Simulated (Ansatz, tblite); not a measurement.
Cost and result up the ladder for GeMe3(NHMe) (C₄H₁₃GeN) (19 atoms). The state is a singlet with charge 0. Geometry: B3LYP-D4/def2-SVP.

```xyz
19

Ge    0.169   -0.132    0.383
C     1.695    1.072    0.105
H     2.493    0.552   -0.447
H     2.097    1.409    1.073
H     1.399    1.963   -0.469
C    -1.283    0.848    1.295
H    -0.941    1.229    2.271
H    -2.150    0.191    1.465
H    -1.613    1.707    0.690
C     0.683   -1.713    1.424
H    -0.180   -2.379    1.581
H     1.066   -1.414    2.412
H     1.469   -2.279    0.901
N    -0.341   -0.763   -1.285
C    -0.832    0.138   -2.311
H    -0.880   -1.625   -1.245
H    -1.854    0.542   -2.140
H    -0.159    1.007   -2.402
H    -0.839   -0.353   -3.300
```

Ansatz on 4 threads of Intel Xeon on a shared host; xTB runs through tblite on one thread. Times are rough, summed over both states, and most runs start from the orbitals of an earlier one. PBE0-D4/def2-TZVP serves as the yardstick here, not as an exact answer. The other state is a doublet.

The xTB rows come from tblite.

Raw xTB energies of ions are shifted by several eV.

```
                            level  functions  wall time  vertical IE (eV)  difference from PBE0-D4/def2-TZVP (eV)
                         GFN2-xTB         42    0.046 s             12.62                                    4.51
                         GFN1-xTB         55    0.078 s             13.30                                    5.18
                 PBE-D4/def2-TZVP        281       16 s              7.94                                   -0.18
revPBE-D4/def2-TZVP (with forces)        281       18 s              7.97                                   -0.15
                PBE0-D4/def2-TZVP        281       33 s              8.12                                    0.00
```
